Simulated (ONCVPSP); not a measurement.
**Varying the ONCV potential for H (Z = 1)**

Base potential:

ONCVPSP 4.0.1 input, shortened (lines: element, Z, core and valence counts, functional; n l f; lmax; l rc ep ncon nbas qcut; lloc lpopt rc5 dvloc0; l nproj debl; icmod fcfact rcfact), LDA (Perdew-Zunger), scalar-relativistic:

```
  H 1.00    0    1        3      upf
    1    0    0.75
    1
    0    0.95    0.00    4    7    5.60
    1    0.85    0.02    4    8    9.50
    4    5    0.85    0.00
    0    3    1.30
    1    3    2.10
    0    0.00    0.00
```

Cutoffs, loose and tight: the cutoffs (Ha) at which the residual kinetic energy of the hardest occupied pseudo-wave falls to 1 and 0.1 mHa per electron. They do not see the model core or the augmentation charge, which bear on the density cutoff. Test errors are all-electron minus pseudo excitation energies from the reference, over the configurations 1s1; 1s0.5. A dash means not determined; rows that change the core or the reference have their own tests.

A true bound ghost makes a file unfit for plane-wave use even where its test errors are small: the radial tests pick states by their node count and pass the ghost by.

```tsv
change	outcome	cutoff, loose	cutoff, tight	bound ghosts	GHOST(+) flags above zero	largest test error (meV)
base	generated	18 Ha	105 Ha	s	p	+0.3
s: rc 0.9	generated	20 Ha	119 Ha	s	p	+0.3
s: nproj 2	generated	18 Ha	105 Ha	none	p	+0.3
p: rc 0.82; local potential polynomial inside 0.82 bohr (lpopt 5, dvloc0 0 Ha)	generated	18 Ha	105 Ha	s	none	+0.3
p: nproj 0; local potential the p channel	generated	18 Ha	105 Ha	s	none	+0.3
reference 1s1	generated	18 Ha	102 Ha	s	p	–
s: qcut 6.5	generated	18 Ha	60 Ha	s	p	+0.3
s: ncon 5, nbas 8	generated	22 Ha	137 Ha	s	p	2 of 2 tests not solved or not reliable
functional PBE	generated	19 Ha	107 Ha	s	p	+0.4
s: qcut 6.2	generated	18 Ha	91 Ha	s	p	+0.3
```
